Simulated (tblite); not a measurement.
Species: C6H9OP.
Atom-mapped SMILES: `[CH2:1]=[CH:2][P:3]1[C:4]([CH3:5])=[C:6]1[O:7][CH3:8]` (hydrogens: H9, H10 on C1; H11 on C2; H12, H13, H14 on C5; H15, H16, H17 on C8)

Structure used (GFN2-xTB), in Å, numbered top down from 1:
```
atom  x, y, z in Å
C1     2.0918   -2.1430    0.7529
C2     1.4416   -1.0822    0.2976
P3     0.0903   -0.2701    1.2327
C4     0.0163    1.3633    0.3558
C5     0.5646    2.7303    0.3447
C6    -0.8332    0.5075   -0.1580
O7    -1.7660    0.2989   -1.0782
C8    -2.4105   -0.9588   -1.0133
H9     2.8868   -2.6154    0.1970
H10    1.8531   -2.5769    1.7104
H11    1.6846   -0.6438   -0.6659
H12    0.0581    3.3249   -0.4141
H13    0.4281    3.1990    1.3190
H14    1.6333    2.7102    0.1301
H15   -2.9748   -1.0648   -1.9380
H16   -3.0915   -0.9983   -0.1574
H17   -1.6795   -1.7689   -0.9252
```

Method: GFN2-xTB as coded in tblite; computed harmonic values from a numerical Hessian at the method's own geometry, unscaled. Errors from tens to a few hundred cm⁻¹ against measured bands are possible. One conformer, not necessarily the lowest.

Harmonic wavenumbers (cm⁻¹): 50.2, 63.6, 79.4, 103.5, 131.3, 140.3, 168.9, 232.6, 266.1, 346.5, 383.7, 438.7, 536.1, 623.4, 640.6, 692.0, 870.6, 890.5, 998.1, 1003.4, 1021.1, 1024.7, 1056.2, 1124.6, 1149.5, 1217.9, 1227.0, 1385.5, 1394.4, 1401.1, 1455.6, 1456.2, 1470.2, 1471.2, 1645.2, 1890.8, 2940.6, 2953.6, 2991.4, 2992.9, 3008.0, 3012.3, 3032.6, 3078.7, 3107.2.

A = 1894, B = 1405, C = 922.3 MHz; mass 128.039 u (most abundant isotopes); point group C1, symmetry number 1.

Problem. Zero-point energy?

Solution. Half the sum of the wavenumbers: 28584 cm⁻¹ = 341.94 kJ/mol.

Problem. Entropy at 200 K, 1 bar (ideal gas, RRHO, classical rotation)?

Solution. Translation 161.07, rotation 117.45, vibration 98.58: S = 377.1 J/(mol K).

Problem. And Cp and H(200 K) − H(0)?

Solution. Cp = 125.98 J/(mol K), of which vibrations give 92.72 (their classical limit is 45 R = 374.2); H(200 K) − H(0) = 17.07 kJ/mol without the zero-point energy, 10.42 from vibrations.

Problem. Which modes carry the vibrational entropy at 200 K?

Solution. 50.2 cm⁻¹: 16.83; 63.6 cm⁻¹: 14.89; 79.4 cm⁻¹: 13.08; 103.5 cm⁻¹: 10.96; 131.3 cm⁻¹: 9.09; 140.3 cm⁻¹: 8.58 J/(mol K); the other 39 give 25.16 together.

Problem. How do the functions run with temperature in this model?

Solution. 
```csv
T (K),S (J/(mol K)),Cp (J/(mol K)),H − H(0) (kJ/mol),G − H(0) (kJ/mol),ln q(vib)
50,249.7,63.9,2.26,-10.23,0.65
100,302.9,90.6,6.17,-24.12,2.29
298.15,433.5,158.6,31.03,-98.20,8.52
373.15,471.7,183.3,43.86,-132.17,10.61
500,530.7,220.2,69.53,-195.81,13.94
750,630.8,273.5,131.71,-341.39,19.96
1000,714.7,309.1,204.81,-509.86,25.39
```

q(vib) and H(0) count from the zero-point level.

Problem. Blend soft modes into free rotors: weight 1/[1 + (100 cm⁻¹/ν̃)⁴] for the oscillator and the rest for a rotor with moment μB/(μ + B), μ = h/(8π²ν), B = 10⁻⁴⁴ kg m². What vibrational entropy results?

Solution. 91.41 J/(mol K) in place of 98.58, which changes −T·S at 200 K by +1.43 kJ/mol.

Hindered rotation and anharmonicity are outside this model. Other conformers, if any are populated, would add a mixing term that is left out. The structure is chiral; the term R ln 2 for an equal mix with its mirror image is left out.
